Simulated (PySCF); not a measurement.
# Polarisability and C₆ of Mn+ (manganese, charge +1)

[Ar] 3d5 4s1, high-spin 7S determinant. Computed with PySCF 2.14 in def2-QZVPPD (11s6p5d4f2g, 100 functions), with the non-relativistic Hamiltonian (point nucleus). Coupled (time-dependent) response in atomic units; α is the mean over directions.

```json
{"method": "BP86", "mean α (bohr³)": "28.36", "C₆ (like pair)": "147.8", "S(−4)": "645.9"}
```

S(−4) is the Cauchy moment in α(ω) = α(0) + S(−4) ω² + …

α(iu) at BP86:

| u (hartree) | α(iu) (bohr³) |
| --- | --- |
| 0 | 28.36 |
| 0.0500 | 26.84 |
| 0.100 | 23.26 |
| 0.200 | 15.76 |
| 0.300 | 10.91 |
| 0.500 | 6.294 |
| 0.750 | 4.010 |
| 1.00 | 2.919 |
| 1.50 | 1.850 |
| 2.00 | 1.311 |
| 3.00 | 0.7692 |
| 5.00 | 0.3612 |

A single London oscillator, α(iu) = α/(1 + u²/ω²), gives C₆ = (3/4) ω α². Matching the computed C₆ needs ω = 4 × 147.8 / (3 × 28.36²) = 0.245 hartree.

For an ion, C₆ is the dispersion term alone; charge-induced terms of lower order in 1/R come first.
